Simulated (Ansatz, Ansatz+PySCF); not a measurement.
```tsv
atom	x (Å)	y (Å)	z (Å)
Al	0.0000	0.0000	-1.1037
P	0.0000	0.0000	1.1037
```

Basis set: def2-SVP (spherical functions). Frozen core: 10 orbitals. Correlation on ROHF uses semicanonical orbitals with singles. Charge 0, multiplicity 3.

Computed with Ansatz (development build ahead of 0.2.0); each method stands on the lowest determinant of its kind that the runs found.

(1) Give the atomization energy at this shape (free ground-state atoms in the same class of orbitals less the molecule, no zero-point energy) of triplet AlP by ROHF-MP2, UHF-MP2, UHF-CCSD(T), ROHF, UHF.

Answers

(1)

```json
{"method": "ROHF-MP2", "atomization energy": "1.49 eV"}
{"method": "UHF-MP2", "atomization energy": "1.38 eV"}
{"method": "UHF-CCSD(T)", "atomization energy": "1.53 eV"}
{"method": "ROHF", "atomization energy": "0.79 eV"}
{"method": "UHF", "atomization energy": "0.89 eV"}
```

Caution: the determinant may break the point group; the shape is not the minimum. Caution for UHF-MP2, UHF-CCSD(T), UHF: the unrestricted determinant is spin contaminated. Caution for UHF-CCSD(T): another reference gives a lower total.
